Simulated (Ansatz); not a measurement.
Geometry optimisation, RKS PBE/6-31G* in Ansatz 0.2.0.

input.yaml

```yaml
crystal:
  periodic: [false, false, false]
  atoms:
    - { symbol: C, position_ang: [-0.7743, -1.8615, 0.3881] }
    - { symbol: C, position_ang: [0.2356, -0.8451, -0.1563] }
    - { symbol: C, position_ang: [1.3025, -0.6196, 0.8874] }
    - { symbol: C, position_ang: [-0.3295, 0.4882, -0.6753] }
    - { symbol: C, position_ang: [0.5987, 1.3324, -1.4686] }
    - { symbol: Al, position_ang: [-1.3293, 1.6314, 0.7285] }
    - { symbol: H, position_ang: [-1.5805, -1.9873, -0.3869] }
    - { symbol: H, position_ang: [-1.2622, -1.4061, 1.2914] }
    - { symbol: H, position_ang: [-0.3519, -2.7792, 0.6566] }
    - { symbol: H, position_ang: [0.7213, -1.3439, -1.0013] }
    - { symbol: H, position_ang: [1.7667, -1.5962, 1.2187] }
    - { symbol: H, position_ang: [0.9452, -0.1275, 1.828] }
    - { symbol: H, position_ang: [2.1075, 0.0295, 0.4781] }
    - { symbol: H, position_ang: [-1.238, 0.2163, -1.3672] }
    - { symbol: H, position_ang: [0.0632, 2.1548, -1.9584] }
    - { symbol: H, position_ang: [1.1145, 0.7677, -2.2102] }
    - { symbol: H, position_ang: [1.371, 1.8078, -0.7756] }
    - { symbol: H, position_ang: [-2.0906, 2.9731, 0.3085] }
    - { symbol: H, position_ang: [-1.3118, 1.1609, 2.271] }
basis:
  gaussian: { orbitals: "6-31G*" }
hamiltonian:
  xc: pbe
relax:
  f_tol: 0.02
  max_steps: 50
```

Run as:

```bash
$ ansatz run input.yaml --threads 2 --pin off --max-ram 3072MiB --backend cpu --events-out ev --progress --plain --runs-dir out
```

Question: Where does it end, and by what steps?

Answer: The run converged. After 6 steps the energy has fallen by 0.404 eV; H19 moved furthest, 0.13 Å.

| step | energy less start (eV) | largest force component (eV/Å) | accepted |
| --- | --- | --- | --- |
| 0 | 0.0000 | 3.369 | yes |
| 1 | -0.3481 | 0.876 | yes |
| 2 | -0.3998 | 0.212 | yes |
| 3 | -0.4031 | 0.083 | yes |
| 4 | -0.4038 | 0.036 | yes |
| 5 | -0.4040 | 0.028 | yes |
| 6 | -0.4041 | 0.012 | yes |

```xyz
19
Properties=species:S:1:pos:R:3
C -0.812 -1.812 0.389
C 0.255 -0.847 -0.152
C 1.358 -0.621 0.896
C -0.385 0.474 -0.645
C 0.592 1.362 -1.452
Al -1.326 1.567 0.738
H -1.594 -2.012 -0.366
H -1.306 -1.394 1.288
H -0.370 -2.781 0.681
H 0.731 -1.335 -1.032
H 1.822 -1.577 1.198
H 0.943 -0.154 1.810
H 2.163 0.030 0.516
H -1.201 0.192 -1.348
H 0.082 2.238 -1.890
H 1.049 0.795 -2.288
H 1.426 1.746 -0.837
H -2.040 2.925 0.245
H -1.428 1.198 2.304
```

The run took 30 s on 2 threads of Arm Neoverse V1, on a shared host, peak memory 0.18 GiB.
